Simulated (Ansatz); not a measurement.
Species: C₂HClF₂, charge 0, multiplicity 1. 
Structure (B3LYP-D3(BJ)/def2-TZVP (Ansatz, a quantum-chemistry and plane-wave program) minimum search):
```xyz
6

C      0.4934    -0.5969     0.0116
C     -0.7993    -0.3316     0.0744
F     -1.7238    -1.2674     0.2000
F     -1.3440     0.8633     0.0232
Cl     1.6824     0.6366    -0.1521
H      0.8441    -1.6141     0.0623
```

Quantity: vertical ionisation energy (to the doublet state of charge +1; each state is the SCF solution reached for its spin), in eV. Correlated levels leave the core frozen unless marked. Open shells are spin-unrestricted. Spin-orbit coupling is left out. No relativistic terms. CBS(X,Y): correlation extrapolated as X^-3; Hartree-Fock from the larger set. The bracket is a focal-point correction in the basis named.

```json
[
 {"level": "PBE/def2-TZVPD", "program": "Ansatz", "vertical ionisation energy (eV)": "9.67"},
 {"level": "r2SCAN/def2-TZVPD", "program": "Ansatz", "vertical ionisation energy (eV)": "[?]"},
 {"level": "SCS-MP2/aug-cc-pV(D+d)Z", "program": "Ansatz", "vertical ionisation energy (eV)": "10.15"},
 {"level": "SCS-MP2/aug-cc-pV(T+d)Z", "program": "Ansatz", "vertical ionisation energy (eV)": "10.28"},
 {"level": "RI-MP2/CBS(aug-cc-pV(T+d)Z,aug-cc-pV(Q+d)Z)+[CCSD(T)-MP2]/aug-cc-pV(T+d)Z", "program": "Ansatz", "vertical ionisation energy (eV)": "10.27"}
]
```

Complete the blanks.


- r2SCAN/def2-TZVPD, vertical ionisation energy (eV): 9.74
